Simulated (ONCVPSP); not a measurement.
## What one change does to a pseudopotential (Pb, ONCV)

ONCVPSP 4.0.1 input, shortened (lines: element, Z, core and valence counts, functional; n l f; lmax; l rc ep ncon nbas qcut; lloc lpopt rc5 dvloc0; l nproj debl; icmod fcfact rcfact), LDA (Perdew-Zunger), scalar-relativistic:

```
  Pb 82.00   12    3        3      upf
    1    0    2.00
    2    0    2.00
    2    1    6.00
    3    0    2.00
    3    1    6.00
    3    2   10.00
    4    0    2.00
    4    1    6.00
    4    2   10.00
    4    3   14.00
    5    0    2.00
    5    1    6.00
    5    2   10.00
    6    0    2.00
    6    1    2.00
    2
    0    1.80    0.00    4    8    3.00
    1    2.10    0.00    4    6    3.80
    2    1.80    0.00    4    8    7.60
    4    4    1.65    1.00
    0    3    2.10
    1    1    0.40
    2    2    3.10
    3    4.75    1.40
```

All-electron outer shells of the reference configuration (LDA (Perdew-Zunger), scalar-relativistic, ld1.x):

```csv
shell,level (eV),outermost node (bohr),outermost maximum (bohr)
4f,-133.26,–,0.35
5p,-85.96,0.49,0.88
5d,-21.29,0.52,1.07
6s,-12.32,1.01,1.95
6p,-3.71,1.18,2.63
```

Change: all radii but the core radius scaled by about 1.13 (s 2.04, p 2.38, d 2.04 bohr); local potential polynomial inside 1.88 bohr (lpopt 4, dvloc0 1 Ha).

Cutoffs: the cutoffs (Ha) at which the residual kinetic energy of the hardest occupied pseudo-wave falls to 1 and 0.1 mHa per electron; they do not see the model core or the augmentation charge, which bear on the density cutoff. Errors are all-electron minus pseudo energies relative to the spin-unpolarised reference configuration.

Question: Predict the effect on cutoff, ghosts and configuration errors.

Answer: The potential gets neither clearly harder nor softer (23 Ha and 35 Ha → 21 Ha and 39 Ha); the bound ghost in s disappears; of the 3 tests that both files solve, the error grows in 1 and shrinks in 0 by more than 15 % and 0.3 meV (median size 13.6 → 14.2 meV).

```tsv
quantity	base	changed
cutoff, loose	23 Ha	21 Ha
cutoff, tight	35 Ha	39 Ha
loose cutoff by channel	s 12 Ha, p 5.2 Ha, d 23 Ha	s 19 Ha, p 5.3 Ha, d 21 Ha
bound ghosts	s	none
GHOST(+) flags under 300 eV	s at 164.2 eV	s at 160.0 eV
tests with a reliable result	3 of 4	3 of 4
error for 5d10 6s2 6p1, meV [ΔE 6.83 eV]	-2.1	-2.7
error for 5d10 6s2 6p0, meV [ΔE 20.59 eV]	-14	-14
error for 5d10 6s1 6p0, meV [ΔE 53.47 eV]	-30	-26
rms error of d²Exc/dni dnj with the model core, mHa	0.70	0.73
```

 A true bound ghost makes a file unfit for plane-wave use even where its test errors are small: the radial tests pick states by their node count and pass the ghost by.
